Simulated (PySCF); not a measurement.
An unknown shows these calculated signals:

¹H NMR (300 MHz, computed): δ 9.14 (m, 1H), 8.00 (m, 1H), 2.91 (m, 1H), 1.60 (d, 6H).

¹³C{¹H} NMR (computed): δ 222.8 (C), 198.8 (C), 166.4 (CH), 136.3 (CH), 46.9 (CH), 32.5 (CH3).

Theoretical values (PySCF 2.14.0 with density-fitted response routines): NMR shieldings at PBE0/pcSseg-1/GIAO, geometry: GFN2-xTB. Isolated molecule, fast rotation and ring inversion assumed for equivalent nuclei, non-relativistic Hamiltonian, one conformer.

Chemical shifts δ = σref − σ; ¹H, ¹³C vs TMS, all at this level.

**Question.** Which of these does the molecule contain: a (CH3)2CH unit, a benzene ring, a CH3CH2 unit, a tert-butyl group?

**Answer.** 
- A (CH3)2CH unit: yes (δC 32.5, 46.9; δH 1.60 (d), 2.91 (m)).
- A benzene ring: no.
- A CH3CH2 unit: no.
- A tert-butyl group: no.

The data belong to `InChI=1S/C7H9ClP2/c1-5(2)6-3-4-9-7(8)10-6/h3-5H,1-2H3`; they needn't prove each group on their own.

Carbon signals by region: 3 in the far downfield region (above 160 ppm), 1 in the sp2 and nitrile region (100–160 ppm), 2 below 50 ppm. Above 160 ppm: 222.8, aromatic carbon bearing chlorine, 198.8, substituted aromatic carbon, 166.4, aromatic CH.

Carbons that carry Cl, above all several Cl atoms, come out too deshielded, partly because spin–orbit coupling is missing. Splittings by ³¹P in the carbon and heteronuclear signals aren't shown, as no couplings were computed. Shifts are as computed. Against solution values, carbons near 30 ppm lie about +3 ppm off and those near 130 ppm about +5 ppm; carbons on Cl a further +6 ppm. Of 1211 compounds with measured shifts, 218 miss one by over three times the rms of a fit or turn the order of signals round; such compounds aren't used in these exercises. Multiplicities follow the n + 1 count of equivalent neighbours, as no J values were calculated; m marks all less simple cases, F and P coupling included.
